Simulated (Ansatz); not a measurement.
A nudged elastic band was laid between two geometries of H2O + H6N2Si (12 atoms, charge 0, multiplicity 1).

These are results of Ansatz, RKS PBE0-D4/6-31G*, not measurements.

- movable images: 5
- climbing image: yes
- spring: 5.0 eV/Å²
- optimiser: quadratic models (default)
- start path: through a guess of the saddle point
- force threshold: 0.03 eV/Å
- iteration limit: 60
- end points: relaxed

Initial state:

```xyz
12
Properties=species:S:1:pos:R:3
Si 0.388 -0.158 -0.396
H -0.002 -0.616 0.986
N 2.023 0.319 -0.644
H 2.721 -0.365 -0.900
H 2.420 1.090 -0.125
N -0.639 1.186 -0.650
H -1.510 1.254 -0.129
H -0.654 1.678 -1.532
H 0.249 -1.361 -1.278
O -2.774 0.527 1.340
H -3.112 -0.272 0.915
H -1.984 0.219 1.807
```

Final state:

```xyz
12
Properties=species:S:1:pos:R:3
Si -0.301 0.072 -0.829
H -0.757 -0.002 3.513
N 1.376 0.100 -0.470
H 1.935 -0.736 -0.565
H 1.744 0.726 0.232
N -0.734 1.678 -1.220
H -1.697 1.976 -1.197
H -0.162 2.238 -1.833
H -0.411 -1.009 -1.860
O -1.401 -0.303 0.369
H -1.558 -1.249 0.472
H -0.909 0.009 2.782
```

Q: What changes between the two ends?

A: Bonds broken: Si1–H2, O10–H12. Bonds formed: Si1–O10, H2–H12. H2O + H6N2Si becomes H2 + H6N2OSi.

Q: Give the energies along the band, and the barrier.

A: The forces met the threshold. The highest image is number 3 of 0 to 6, 35.7 kcal/mol above the first end and 54.4 kcal/mol above the last; the last end lies 18.7 kcal/mol below the first. Neighbouring images differ by up to 1.8 eV, so the band resolves the path poorly. A vibrational analysis at the climbing image gives one clearly imaginary mode, 1318i cm⁻¹: a first-order saddle point. The orbitals stay closed-shell, which can raise the energy where a bond breaks towards radicals; this wasn't checked here.

| image | path coordinate (Å) | energy (kcal/mol) | Si1–H2 (Å) | O10–H12 (Å) | Si1–O10 (Å) |
| --- | --- | --- | --- | --- | --- |
| 0 | 0.00 | 0.0 | 1.51 | 0.97 | 3.67 |
| 1 | 1.25 | 0.5 | 1.50 | 0.97 | 3.36 |
| 2 | 2.50 | 4.1 | 1.51 | 0.97 | 2.71 |
| 3 | 3.75 | 35.7 | 1.80 | 1.26 | 1.93 |
| 4 | 4.98 | -6.5 | 2.74 | 1.93 | 1.69 |
| 5 | 6.20 | -18.3 | 3.72 | 2.34 | 1.67 |
| 6 | 7.43 | -18.7 | 4.37 | 2.48 | 1.67 |

Q: What is the geometry of the highest image?

A: 
```xyz
12
Properties=species:S:1:pos:R:3:forces:R:3
Si -0.232 0.064 -0.227 -0.01 0.00 0.00
H 0.067 -0.016 1.547 0.00 0.00 0.00
N 1.481 0.224 -0.516 0.00 0.00 -0.01
H 2.012 -0.632 -0.610 0.00 0.00 0.00
H 2.017 0.912 -0.001 0.00 0.00 0.00
N -0.795 1.574 -0.764 0.00 0.00 0.00
H -1.744 1.881 -0.616 0.00 0.00 0.00
H -0.228 2.178 -1.338 0.00 0.00 0.00
H -0.398 -1.272 -0.877 0.00 0.00 0.00
O -1.909 -0.175 0.708 0.00 0.01 0.00
H -2.233 -1.081 0.599 0.00 0.00 0.00
H -0.914 -0.157 1.488 0.00 0.00 0.00
```

Time of the run: 5.8 min on 1 thread of Arm Neoverse V1 (shared host), peak memory 0.16 GiB.
